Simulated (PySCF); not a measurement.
## How methods differ on the excitation energy of V

V [Ar] 3d3 4s2 (4F) → V [Ar] 3d5 (6S), as a difference of total energies. Calculation: PySCF 2.14, in aug-cc-pVDZ; no relativity, point nucleus. Correlated levels: valence: [Ar] frozen. The calculations carry no spin-orbit coupling.

| method | excitation energy (eV) |
| --- | --- |
| UHF | 3.494 |
| LDA | 0.767 |
| PBE | 0.964 |
| PBE0 | 1.523 |
| r2SCAN | 1.385 |
| MN15 | 1.631 |
| HSE06 | 1.548 |
| TPSSh | 1.457 |
| BP86 | 1.104 |
| MP2 (valence) | 2.436 |
| SCS-MP2 (valence) | 3.850 |

**Question.** How much does correlation contribute at MP2 (valence)?

**Answer.** 2.436 − (3.494) = -1.058 eV, measured against UHF.

A first-order spin-orbit estimate (lowest level to lowest level, LS coupling) adds 0.044 eV.
